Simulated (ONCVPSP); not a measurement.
PBE ONCV dataset for Co (Z = 27), fully relativistic all-electron reference.

Input for ONCVPSP 4.0.1:

```
# ATOM AND REFERENCE CONFIGURATION
# atsym  z   nc   nv     iexc    psfile
  Co 27.00    5    2        4      upf
#
#   n    l    f
    1    0    2.00
    2    0    2.00
    2    1    6.00
    3    0    2.00
    3    1    6.00
    3    2    7.00
    4    0    1.50
#
# PSEUDOPOTENTIAL AND OPTIMIZATION
# lmax
    2
#
#   l,   rc,      ep,       ncon, nbas, qcut
    0    2.35    0.00    4    8    3.10
    1    2.15    0.07    4    8    3.20
    2    1.70    0.00    3    8    7.60
#
# LOCAL POTENTIAL
# lloc, lpopt,  rc(5),   dvloc0
    4    5    1.55    1.00
#
# VANDERBILT-KLEINMAN-BYLANDER PROJECTORs
# l, nproj, debl
    0    3    2.10
    1    2    2.80
    2    1    2.50
#
# MODEL CORE CHARGE
# icmod, fcfact, rcfact
    0    0.00    0.00
#
# LOG DERIVATIVE ANALYSIS
# epsh1, epsh2, depsh
   -2.00    5.00    0.02
#
# OUTPUT GRID
# rlmax, drl
    6.00    0.01
#
# TEST CONFIGURATIONS
# ncnf
    4
# nvcnf
#   n    l    f
    2
    3    2    7.00
    4    0    2.00
#
    2
    3    2    7.00
    4    0    1.00
#
    2
    3    2    7.00
    4    0    0.00
#
    3
    3    2    6.00
    4    0    2.00
    4    1    1.00
#
```

Command:

```bash
oncvpspr.x < Co.dat > Co.out
```

The program printed (shortened: citation, most of the input echo, consistency checks and plot data are left out):

```
ONCVPSP  (Optimized Norm-Conservinng Vanderbilt PSeudopotential)
relativistic version 4.0.1

#   n    l    f        energy (Ha)
    1    0    2.00    -2.7913278D+02
    2    0    2.00    -3.3179987D+01
    2    1    6.00    -2.8258049D+01    -2.8802809D+01
    3    0    2.00    -3.9171032D+00
    3    1    6.00    -2.5441078D+00    -2.6121553D+00
    3    2    7.00    -4.5252475D-01    -4.5962767D-01
    4    0    1.50    -3.3032013D-01

Reference configufation results
  iterations    28
  all-electron total energy (Ha)   -1.39304654D+03

Begin loop to  construct optimized pseudo wave functions
and semi-local pseudopoentials for all angular momenta

   Wellstate for l =  0  n =  6 kap= -1
     eigenvalue =   1.7697
     asymptotic potential =   2.2697
     half-point radius =  4.2614

   Wellstate for l =  0  n =  7 kap= -1
     eigenvalue =   3.8697
     asymptotic potential =   4.3697
     half-point radius =  3.9928

Calculating optimized projector #   1

 for l=   0

    Fraction of norm inside rc  0.401101
    Optimizing pswf for qcut=   3.11 a_B^-1,  ecut=   4.83 Ha
    Residual kinetic energy error=  5.13D-04 Ha

    Energy error per electron        Cutoff
         Ha          eV             Ha
         0.01000     0.27211        2.67
         0.00100     0.02721        4.33
         0.00010     0.00272       15.71
         0.00001     0.00027       30.19

Calculating optimized projector #   2

 for l=   0

    Fraction of norm inside rc  0.137015
    Optimizing pswf for qcut=   3.11 a_B^-1,  ecut=   4.83 Ha
    Residual kinetic energy error=  1.54D-02 Ha

    Energy error per electron        Cutoff
         Ha          eV             Ha
         0.01000     0.27211        5.17
         0.00100     0.02721       10.56
         0.00010     0.00272       33.10
         0.00001     0.00027       40.52

Calculating optimized projector #   3

 for l=   0

    Fraction of norm inside rc  0.147270
    Optimizing pswf for qcut=   3.11 a_B^-1,  ecut=   4.83 Ha
    Residual kinetic energy error=  2.75D-01 Ha

    Energy error per electron        Cutoff
         Ha          eV             Ha
         0.01000     0.27211       10.70
         0.00100     0.02721       22.03
         0.00010     0.00272       38.84
         0.00001     0.00027       45.06

WARNING wellstate: moderately localized bound state found for n= 4 l=  1
WARNING scattering state with energy  0.05000000
WARNING will be used for the first projector

   Wellstate for l =  1  n =  5 kap= -2
     eigenvalue =   0.0500
     asymptotic potential =   0.5500
     half-point radius = 14.0532

   Wellstate for l =  1  n =  6 kap= -2
     eigenvalue =   2.8500
     asymptotic potential =   3.3500
     half-point radius =  3.6563

Calculating optimized projector #   1

 for l=   1

    Fraction of norm inside rc  0.064401
    Optimizing pswf for qcut=   3.21 a_B^-1,  ecut=   5.14 Ha
    Residual kinetic energy error=  1.22D-04 Ha

    Energy error per electron        Cutoff
         Ha          eV             Ha
         0.01000     0.27211        0.89
         0.00100     0.02721        2.47
         0.00010     0.00272        5.38
         0.00001     0.00027       15.00

Calculating optimized projector #   2

 for l=   1

    Fraction of norm inside rc  0.141661
    Optimizing pswf for qcut=   3.21 a_B^-1,  ecut=   5.14 Ha
    Residual kinetic energy error=  5.17D-02 Ha

    Energy error per electron        Cutoff
         Ha          eV             Ha
         0.01000     0.27211        7.60
         0.00100     0.02721       20.22
         0.00010     0.00272       53.68
         0.00001     0.00027       64.64

   Wellstate for l =  1  n =  4 kap=  1
     eigenvalue =   0.0700

   Wellstate for l =  1  n =  6 kap=  1
     eigenvalue =   2.6481

Calculating optimized projector #   1

 for l=   1

    Fraction of norm inside rc  0.139679
    Optimizing pswf for qcut=   3.21 a_B^-1,  ecut=   5.14 Ha
    Residual kinetic energy error=  1.43D-04 Ha

    Energy error per electron        Cutoff
         Ha          eV             Ha
         0.01000     0.27211        0.94
         0.00100     0.02721        3.20
         0.00010     0.00272        5.54
         0.00001     0.00027       15.80

Calculating optimized projector #   2

 for l=   1

    Fraction of norm inside rc  0.142685
    Optimizing pswf for qcut=   3.21 a_B^-1,  ecut=   5.14 Ha
    Residual kinetic energy error=  4.87D-02 Ha

    Energy error per electron        Cutoff
         Ha          eV             Ha
         0.01000     0.27211        7.62
         0.00100     0.02721       21.53
         0.00010     0.00272       55.13
         0.00001     0.00027       65.70

Calculating optimized projector #   1

 for l=   2

    Fraction of norm inside rc  0.867524
    Optimizing pswf for qcut=   7.61 a_B^-1,  ecut=  28.92 Ha
    Residual kinetic energy error=  2.20D-04 Ha

    Energy error per electron        Cutoff
         Ha          eV             Ha
         0.01000     0.27211       22.66
         0.00100     0.02721       26.45
         0.00010     0.00272       48.03
         0.00001     0.00027      141.03

Calculating optimized projector #   1

 for l=   2

    Fraction of norm inside rc  0.870253
    Optimizing pswf for qcut=   7.61 a_B^-1,  ecut=  28.92 Ha
    Residual kinetic energy error=  2.23D-04 Ha

    Energy error per electron        Cutoff
         Ha          eV             Ha
         0.01000     0.27211       22.69
         0.00100     0.02721       26.47
         0.00010     0.00272       48.42
         0.00001     0.00027      141.75

Construct Vanderbilt / Kleinmman-Bylander projectors

B matrix Hermiticity error, ll=  0  kap= -1
   1   2   -8.5514D-05
   1   3    1.1316D-04
   2   3    1.0184D-04

  Orthonormal projector coefficients  7.4202E+00  2.0635E+00  3.9423E-01

B matrix Hermiticity error, ll=  1  kap= -2
   1   2    6.3150D-05

  Orthonormal projector coefficients  3.3968E+00  5.5976E-01

B matrix Hermiticity error, ll=  1  kap=  1
   1   2   -9.4628D-05

  Orthonormal projector coefficients  3.3362E+00  5.3299E-01

 Orthonormal scalar projector coefficients, l =  1
  3.3763E+00  5.5019E-01  8.4353E-04  1.2540E-04

 Orthonormal spin-orbit projector coefficients, l =  1
  7.1652E-02 -3.7740E-02  3.3081E-02 -8.7861E-03

 Orthonormal scalar projector coefficients, l =  2
 -5.4018E+00 -3.3211E-07

 Orthonormal spin-orbit projector coefficients, l =  2
  7.5417E-03 -1.5858E-04

Pseudoatom total energy  -26.234439

Diagnostic tests using Vanderbilt-Kleinman-Bylander pseudopotentials
  relativistic with J = L +/- 1/2 projectors

   l  kap   rcore       rmatch      e in        delta e    norm test   slope test

   0  -1   2.3585134   2.4301230  -0.3303201  -0.0000007   1.0000233   1.0000382
   0  -1   2.3585134   2.4301230   1.7696799   0.0000127   1.0001537   1.0001537
   0  -1   2.3585134   2.4301230   3.8696799   0.0000581   1.0002598   1.0002598

   1  -2   2.1560987   2.2215626   0.0500000   0.0000022   1.0000560   1.0000560
   1   1   2.1560987   2.2215626  -0.1519142   0.0000023   1.0000505   1.0000505
   1  -2   2.1560987   2.2215626   2.8500000   0.0000151   1.0002220   1.0002220
   1   1   2.1560987   2.2215626   2.8426326   0.0000165   1.0002184   1.0002184

   2  -3   1.7074476   1.7592895  -0.4525248  -0.0000851   0.9999315   0.9998377
   2   2   1.7074476   1.7592895  -0.4596277  -0.0000823   0.9999370   0.9998218

Diagnostic tests using Vanderbilt-Kleinman-Bylander pseudopotentials
  relativistic with scalar and spin-orbit non-local projectors

   l  kap   rcore       rmatch      e in        delta e    norm test   slope test

   0  -1   2.3585134   2.4301230  -0.3303201  -0.0000007   1.0000233   1.0000382
   0  -1   2.3585134   2.4301230   1.7696799   0.0000127   1.0001537   1.0001537
   0  -1   2.3585134   2.4301230   3.8696799   0.0000581   1.0002598   1.0002598

   1  -2   2.1560987   2.2215626   0.0500000  -0.0000039   1.0000532   1.0000532
   1   1   2.1560987   2.2215626  -0.1519142  -0.0000047   1.0000477   1.0000477
   1  -2   2.1560987   2.2215626   2.8500000   0.0000134   1.0002220   1.0002220
   1   1   2.1560987   2.2215626   2.8426326   0.0000150   1.0002182   1.0002182

   2  -3   1.7074476   1.7592895  -0.4525248  -0.0000850   0.9999315   0.9998378
   2   2   1.7074476   1.7592895  -0.4596277  -0.0000823   0.9999370   0.9998219

Ghost test for J = L + 1/2

 Testing for bound ghosts
   n   l    E NL Schr. Eq   E Basis Diag.   E Cutoff

   1   0       -0.330321       -0.328179     62.41

   2   1       -0.153777       -0.129560     64.51

   3   2       -0.452610       -0.451934     88.74

 Testing for highly-localized positive-energy ghosts
       l    <radius>/rc     E Basis Diag.   E Cutoff

       0        0.527768        5.335996     62.41  WARNING - GHOST(+)

Ghost test for J = L - 1/2

 Testing for bound ghosts
   n   l    E NL Schr. Eq   E Basis Diag.   E Cutoff

   1   0       -0.330321       -0.328179     62.41

   2   1       -0.156253       -0.132984     64.51

   3   2       -0.459710       -0.459064     88.74

 Testing for highly-localized positive-energy ghosts
       l    <radius>/rc     E Basis Diag.   E Cutoff

       0        0.527768        5.335996     62.41  WARNING - GHOST(+)

Test configuration 0

   n   l kap    f        eae           eps        diff
   1   0  -1  2.0000 -279.13277686
   2   0  -1  2.0000  -33.17998744
   2   1  -2  4.0000  -28.25804920
   2   1   1  2.0000  -28.80280850
   3   0  -1  2.0000   -3.91710318
   3   1  -2  4.0000   -2.54410776
   3   1   1  2.0000   -2.61215526
   3   2  -3  4.2000   -0.45252475   -0.45260983   -8.51E-05
   3   2   2  2.8000   -0.45962767   -0.45971002   -8.23E-05
   4   0  -1  1.5000   -0.33032013   -0.33032084   -7.04E-07

    Total energies and differences
      AE_ref= -1.39304654E+03  AE_tst= -1.39304654E+03  dif=  0.00E+00
      PS_ref= -2.62344386E+01  PS_tst= -2.62344386E+01  dif= -9.30E-12
      PSP excitation error=  9.30E-12

Test configuration 1

   n   l kap    f        eae           eps        diff
   1   0  -1  2.0000 -278.97725911
   2   0  -1  2.0000  -33.02761185
   2   1  -2  4.0000  -28.10542127
   2   1   1  2.0000  -28.65015366
   3   0  -1  2.0000   -3.76238069
   3   1  -2  4.0000   -2.38909899
   3   1   1  2.0000   -2.45720868
   3   2  -3  4.2000   -0.29868166   -0.29857588    1.06E-04
   3   2   2  2.8000   -0.30574645   -0.30562884    1.18E-04
   4   0  -1  2.0000   -0.20100368   -0.20118702   -1.83E-04

    Total energies and differences
      AE_ref= -1.39304654E+03  AE_tst= -1.39317894E+03  dif= -1.32E-01
      PS_ref= -2.62344386E+01  PS_tst= -2.63668915E+01  dif= -1.32E-01
      PSP excitation error=  5.69E-05

Test configuration 2

   n   l kap    f        eae           eps        diff
   1   0  -1  2.0000 -279.30365018
   2   0  -1  2.0000  -33.34675761
   2   1  -2  4.0000  -28.42514782
   2   1   1  2.0000  -28.96994249
   3   0  -1  2.0000   -4.08651297
   3   1  -2  4.0000   -2.71378181
   3   1   1  2.0000   -2.78176637
   3   2  -3  4.2000   -0.62036705   -0.62059561   -2.29E-04
   3   2   2  2.8000   -0.62751888   -0.62775634   -2.37E-04
   4   0  -1  1.0000   -0.46898886   -0.46838102    6.08E-04

    Total energies and differences
      AE_ref= -1.39304654E+03  AE_tst= -1.39284707E+03  dif=  1.99E-01
      PS_ref= -2.62344386E+01  PS_tst= -2.60350886E+01  dif=  1.99E-01
      PSP excitation error=  1.27E-04

Test configuration 3

   n   l kap    f        eae           eps        diff
   1   0  -1  2.0000 -279.68583282
   2   0  -1  2.0000  -33.71804277
   2   1  -2  4.0000  -28.79729811
   2   1   1  2.0000  -29.34218719
   3   0  -1  2.0000   -4.46335156
   3   1  -2  4.0000   -3.09087159
   3   1   1  2.0000   -3.15876092
   3   2  -3  4.2000   -0.99162573   -0.99158706    3.87E-05
   3   2   2  2.8000   -0.99890486   -0.99890792   -3.06E-06
   4   0  -1  0.0000   -0.76923410   -0.76923410    0.00E+00

    Total energies and differences
      AE_ref= -1.39304654E+03  AE_tst= -1.39223021E+03  dif=  8.16E-01
      PS_ref= -2.62344386E+01  PS_tst= -2.54204364E+01  dif=  8.14E-01
      PSP excitation error=  2.33E-03

Test configuration 4

   n   l kap    f        eae           eps        diff
   1   0  -1  2.0000 -279.27719375
   2   0  -1  2.0000  -33.35571713
   2   1  -2  4.0000  -28.43095231
   2   1   1  2.0000  -28.97542974
   3   0  -1  2.0000   -4.05483722
   3   1  -2  4.0000   -2.67400697
   3   1   1  2.0000   -2.74350225
   3   2  -3  3.6000   -0.55445091   -0.55272626    1.72E-03
   3   2   2  2.4000   -0.56228670   -0.56045194    1.83E-03
   4   0  -1  2.0000   -0.28599067   -0.28718063   -1.19E-03
   4   1  -2  0.6667   -0.09547519   -0.09484551    6.30E-04
   4   1   1  0.3333   -0.09839075   -0.09785006    5.41E-04

    Total energies and differences
      AE_ref= -1.39304654E+03  AE_tst= -1.39282397E+03  dif=  2.23E-01
      PS_ref= -2.62344386E+01  PS_tst= -2.60119529E+01  dif=  2.22E-01
      PSP excitation error=  9.01E-05
```

The run took about 5.4 s on one core of a shared server CPU.
